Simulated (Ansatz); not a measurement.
**Ligand exchange: C2H10InN + AlHBr2 → CH8InN + Al(CH3)Br2**

Gas-phase species: C2H10InN `C[NH+](C)[InH3-]`, singlet; AlHBr2 `[Br][AlH][Br]`, singlet; CH8InN `C[NH2+][InH3-]`, singlet; Al(CH3)Br2, singlet. The partners trade CH3 for H: N–CH3 and Al–H bonds give way to N–H and Al–CH3.

Shapes, held fixed at every level: PBE0-D4/def2-TZVP. Programs: Ansatz 0.2.0. Electronic energies: no zero-point or thermal term.

```
                level                   kind  ΔE (kJ/mol)  less CCSD(T)/def2-TZVPP
    PBE-D4/def2-TZVPP                    GGA        -74.9                     -4.9
 r2SCAN-D4/def2-TZVPP               meta-GGA        -77.4                     -7.4
  B3LYP-D4/def2-TZVPP          global hybrid        -72.4                     -2.4
  BHLYP-D4/def2-TZVPP          global hybrid        -71.6                     -1.6
r2SCAN0-D4/def2-TZVPP          global hybrid        -76.9                     -6.9
         MP2/def2-SVP    perturbation theory        -62.8                     +7.2
        CCSD/def2-SVP  coupled cluster or CI        -58.1                    +11.9
   CCSD(T)/def2-TZVPP  coupled cluster or CI        -70.0                      0.0
```

The highest level, CCSD(T)/def2-TZVPP, gives ΔE = -70.0 kJ/mol; the levels span -77.4 to -58.1. The column of differences is taken from that level and isn't an error. No measured value is set beside it here. For atoms past krypton def2 sets carry core potentials with scalar relativity. Relativity is left out for Br. Outer-core shells of Br, In are correlated, in sets that cover them unevenly.
